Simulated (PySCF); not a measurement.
Ta(F)5, SMILES [F][Ta]([F])([F])([F])[F] (F5Ta), singlet at its PBE0/def2-SVP optimised geometry (Å):

```
6

Ta    -0.4619     0.0018     0.0000
F     -0.4596     0.0012     1.8806
F     -0.4667     0.0035    -1.8806
F     -1.3907     1.6052     0.0000
F      1.3907     0.0018     0.0000
F     -1.3835    -1.6052     0.0006
```

Level of theory: PBE0/def2-TZVP, def2 effective core potentials past Kr in PySCF. The core electrons that the potentials of Ta replace are not part of the density. Cells within 0.4 Å of a nucleus heavier than hydrogen are left out (blank, or x).

Map of the electron localisation function on the plane z = 0.0 Å:

```
|00000000000000000000000000000|
|00000000000000000000000000000|
|00000000000000000000000000000|
|00000000001000000000000000000|
|00000001233210000000000000000|
|00000024666531000000000000000|
|00000247899753100000000000000|
|000013699x9974100000000000000|
|00001479xxx985100000000000000|
|00001479xxx973000012210000000|
|00001368999721000344431000000|
|00000246774235411677763100000|
|00000023313799932899985200000|
|000000000289xx9538xx997300000|
|00000000049xxx9639xxx97310000|
|000000000289xx9538xx997300000|
|00000023313799932899985200000|
|00000246774235411577763100000|
|00001368999731000344431000000|
|00001479xxx973000012210000000|
|00001479xxx985100000000000000|
|000013689x9974100000000000000|
|00000247899753100000000000000|
|00000024666532000000000000000|
|00000001233210000000000000000|
|00000000001000000000000000000|
|00000000000000000000000000000|
|00000000000000000000000000000|
|00000000000000000000000000000|
```
Scale: ten equal steps from 0.000 (start of '0') to 0.892 (end of '9'), in the order '0123456789'; x runs from -4.00 to 4.00, y from -4.00 (bottom) to 4.00 (top).
